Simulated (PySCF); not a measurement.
C₂H₆BFS, SMILES CSB(C)F. Geometry: PBE-D3(BJ)/def2-SVP. One conformer was computed; it need not be the lowest.

Give the equilibrium geometry at PBE-D3(BJ)/def2-SVP (PySCF confirms it by a frequency run) as bond lengths and angles, and its point group. (The exact figures need the calculation; the answer reports its results.)

One answer among several that fit: point group Cs.
Atoms: B1 F2 C3 H4 H5 H6 S7 C8 H9 H10 H11. Bond lengths (Å): B1–F2 1.349, B1–C3 1.571, B1–S7 1.813, C3–H4 1.105, C3–H5 1.112, C3–H6 1.112, S7–C8 1.831, C8–H9 1.106, C8–H10 1.106, C8–H11 1.106. Angles (°): F2–B1–C3 118.6, F2–B1–S7 113.8, C3–B1–S7 127.6, B1–C3–H4 115.8, B1–C3–H5 109.1, B1–C3–H6 109.1, H4–C3–H5 108.3, H4–C3–H6 108.3, H5–C3–H6 105.8, B1–S7–C8 103.8, S7–C8–H9 111.3, S7–C8–H10 106.6, S7–C8–H11 111.3, H9–C8–H10 108.8, H9–C8–H11 109.9, H10–C8–H11 108.8.
Charge 0, spin multiplicity 1.
